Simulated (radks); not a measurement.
Question: These are the eigenvalues of the occupied orbitals of an atom or ion with whole-number occupations (hartree). Method: scalar-relativistic Kohn-Sham, LDA (Slater exchange, VWN5 correlation), spin-polarised, spherical densities, finite nucleus; Fermi nuclear charge, rms radius of each element as measured or else 0.836 A^(1/3) + 0.57 fm; computed with a radial shooting solver on a logarithmic mesh with Libxc functionals.

| orbital | eigenvalue |
|---|---|
| 1s up | -178.7218 |
| 1s down | -178.7203 |
| 2s up | -19.94987 |
| 2s down | -19.92612 |
| 2p up | -16.58559 |
| 2p down | -16.56676 |
| 3s up | -2.58330 |
| 3s down | -2.51680 |
| 3p up | -1.72054 |
| 3p down | -1.65395 |
| 3d up | -0.45253 |
| 4s up | -0.40892 |

Which element is it, and in what charge state? The configuration may be excited. Open shells, if any, are filled with parallel spins first.

Answer: Z = 22, titanium, charge +1: Ti+ in [Ar] 3d2 4s1. The list shows which subshells hold electrons but not how many an open one holds; the 1s level, -178.72 hartree, gives Z - s = 18.9 by -(Z - s)^2/2, which with screening and relativity narrows Z to a few neighbours, and the depths of the outer levels then fix element, charge and occupations together.
